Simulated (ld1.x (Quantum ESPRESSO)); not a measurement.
## Os (Z = 76), ultrasoft: configuration errors across variants

* Element: osmium
* Generator: ld1.x (Quantum ESPRESSO) 7.5
* Type: ultrasoft
* Functional: PBEsol
* Relativity: scalar-relativistic
* Frozen core: [Xe] 4f14
* Valence charge: 8
* Reference configuration: 5d6 6s1.75 6p0.25
* Partial waves: 6s (bound): rcut 2.10, rcutus 2.50 bohr; 6s channel at 0.35 Ry: rcut 2.10, rcutus 2.50 bohr; 6p (bound): rcut 2.40, rcutus 3.05 bohr; 6p channel at 0.65 Ry: rcut 2.40, rcutus 3.05 bohr; 5d (bound): rcut 1.90, rcutus 2.00 bohr; 5d channel at 0.25 Ry: rcut 1.90, rcutus 2.00 bohr
* Local potential: all-electron potential smoothed inside 1.55 bohr (lloc = -1)
* Core correction: a·sin(br)/r model core, default radius (core density twice the valence density)
* Augmentation charge: PSQ, radius 1.95 bohr

All-electron excitation energies from the reference (eV): (1) 5d6 6s2 6p0 -1.248; (2) 5d6 6s1 6p0 8.376; (3) 5d6 6s0 6p0 25.316; (4) 5d6 6s1.5 6p0 2.689; (5) 5d6.5 6s1.5 6p0 -1.188; (6) 5d5 6s2 6p0 9.870; (7) 5d7 6s1 6p0 -0.920.

The default core radius of the base comes out at 1.31 bohr.

1 further variants failed, have other tests or too few solved ones, and are left out.

A true bound ghost makes a file unfit for plane-wave use even where its test errors are small: the radial tests pick states by their node count and pass the ghost by.

Errors AE − PS in meV (a dash: test not solved or not reliable):

```tsv
change	(1)	(2)	(3)	(4)	(5)	(6)	(7)	bound ghosts
base	+0.3	-5.1	-25	-1.3	-12	-66	-43	s, p
augmentation PSQ, radius 1.90 bohr	+0.3	-5.4	-27	-1.4	-9.8	-50	-34	s, p
core correction a·sin(br)/r model core inside 1.72 bohr	+0.3	-3.8	-16	-1.2	-12	-62	-40	s, p
all radii but the core radius scaled by about 1.19 (s 2.98, p 3.62, d 2.38 bohr, rcut 2.50/2.86/2.26); local potential all-electron potential smoothed inside 1.84 bohr (lloc = -1); augmentation PSQ, radius 2.32 bohr	0.0	-10	-47	-2.1	-36	-188	-137	s
waves 6p (bound): rcut 2.40, rcutus 3.40 bohr; 6p channel at 0.65 Ry: rcut 2.40, rcutus 3.40 bohr	+0.3	-5.1	-25	-1.3	-12	-66	-43	s, p
```

(1) Give the same row for: type TM; waves now 6s (bound): rc 2.50 bohr; 6p (bound): rc 3.05 bohr; 5d (bound): rc 2.00 bohr; local potential the d channel.

## Answers

(1) +0.2, -9.9, -49, -2.3, -14, -44, -51; bound ghosts: s, p.
